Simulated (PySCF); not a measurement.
Ag(Cl) anion (AgCl), SMILES [Cl][Ag] (connectivity only; charge and spin as stated), charge -1, multiplicity 2.

Geometry optimised at PBE0-D3(BJ)/def2-TZVPD. The multiplicity is an assumed one; other spin states were not compared. The def2 effective core potentials stand for the cores of Ag; spin–orbit coupling is left out.

Calculation: PBE/def2-TZVPD run with PySCF.

 A positive occupied level means that this level leaves the electron formally unbound; only the finite basis holds it.

```
Property                                                            Value
------------------------------------------------  -----------------------
total energy                                           -607.11796 hartree
point group                                                           C∞v
α spin, highest occupied and lowest empty level          0.84 and 3.55 eV
β spin, highest occupied and lowest empty level         -1.14 and 1.64 eV
dipole moment about the centre of nuclear charge                   2.44 D
mean static polarisability                         102.3 bohr³ (15.16 Å³)
polarisability, principal values                  88.9, 88.9, 129.2 bohr³
⟨S²⟩                                              0.752 (pure state 0.75)
```
